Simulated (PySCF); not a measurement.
Ligand exchange on a metal centre used in film growth or etching (Nb Cl-OH). All species are isolated molecules in the gas phase. One relaxed conformer stands for each flexible species; it need not be the lowest.

The numbers are results of PBE-D3(BJ)/def2-TZVP // BP86-D3(BJ)/def2-SVP run with PySCF 2.14.0, not measurements. All candidates: neutral, multiplicity 1. 

| Item | Result |
|---|---|
| HOMO | -7.39 eV |
| LUMO | -3.46 eV |
| HOMO–LUMO gap | 3.93 eV |

Question: Which member has these values?
(A) [Nb(Cl)(OH)4]
(B) [Nb(Cl)3(OH)2]
(C) [Nb(Cl)5]
(D) [Nb(Cl)2(OH)3]

Answer: B, [Nb(Cl)3(OH)2]. The others give [Nb(Cl)(OH)4]: -6.97 eV, -3.25 eV, 3.72 eV; [Nb(Cl)5]: -7.85 eV, -5.03 eV, 2.82 eV; [Nb(Cl)2(OH)3]: -7.06 eV, -3.21 eV, 3.85 eV
